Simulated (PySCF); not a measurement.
Electronic absorption of NbSe(OH)3

Species: NbSe(OH)3 (singlet state).
SMILES: `[OH][Nb]([OH])([OH])=[Se]`

The calculation used TDDFT PBE0/def2-SVPD, vertical, gas phase, core orbitals frozen in the response, def2 core potentials past Kr (PySCF). Geometry: PBE0-D3(BJ)/def2-SVP; no solvent, vibrations or thermal averaging. Spin–orbit coupling is left out.

**Question.** Predict the UV-vis stick spectrum at this level.

**Answer.** 

```
state  E (eV)  ν̃ (cm⁻¹)       f  |μ| (D)  main configurations (H = HOMO, L = LUMO)
   S1    3.66      29510  0.0000     0.01                        H-1/H→L/L+1 (≥86%)
   S2    3.90      31430  0.0008     0.23                        H-1/H→L/L+1 (≥89%)
   S3    3.90      31430  0.0008     0.23                        H-1/H→L/L+1 (≥89%)
   S4    4.70      37930  0.0011     0.25                          H-2→L/L+1 (≥96%)
   S5    4.71      37960  0.0010     0.24                          H-2→L/L+1 (≥96%)
   S6    4.81      38780   0.067     1.92         H-1/H→L/L+1 (≥49%), H-2→L+2 (14%)
   S7    5.14      41440   0.012     0.78                          H-1/H→L+2 (≥85%)
   S8    5.14      41460   0.012     0.78                          H-1/H→L+2 (≥85%)
   S9    5.45      43930  0.0000     0.01          H-1/H→L+4 (50%), H-1/H→L+5 (48%)
```

Triplets, Tamm–Dancoff:

```csv
state,E (eV),λ (nm),"main configurations (H = HOMO, L = LUMO)"
T1,3.03,409.4,H-1/H→L/L+1 (≥84%)
T2,3.31,375.0,H-1/H→L/L+1 (≥82%)
T3,3.31,375.0,H-1/H→L/L+1 (≥82%)
```

The lowest singlet comes at 339 nm (353 kJ/mol) in the ultraviolet; it is dark (f under 0.0005); its leading configuration is HOMO-1/HOMO→LUMO/LUMO+1 (≥86%). The most intense listed level is S6 at 4.81 eV (258 nm, f = 0.067), 1.15 eV above S1. S2/S3, S4/S5 and S7/S8 lie within about 0.01 eV of each other in each set. For S1 the Löwdin share of niobium is 23% in HOMO and 59% in LUMO. The listed states span 1.79 eV, and the widest gap between neighbours is 0.81 eV (S3 to S4). Of the 9 states listed, 3 reach f = 0.01 and 2 stay under 0.0005. No computed singlet lies in the visible range (380 to 750 nm); the lowest, at 339 nm, stands 0.40 eV above its violet end (3.26 eV); a Tamm–Dancoff triplet lies at 409 nm, without intensity as long as spin–orbit coupling is left out. The vertical ionisation energy (ΔSCF) is 9.28 eV, 3.84 eV above S9. Orbitals of the list HOMO-3 to LUMO+2 that lie within 0.01 eV of each other are written together with a slash and their weights summed (≥ marks a lower bound); for degenerate orbitals outside that list single weights are arbitrary. Singlets were solved by full linear response, triplets in the Tamm–Dancoff approximation. The highest level found (5.56 eV, f 0.0075 so far) is left out, since the window may have cut off a degenerate partner.
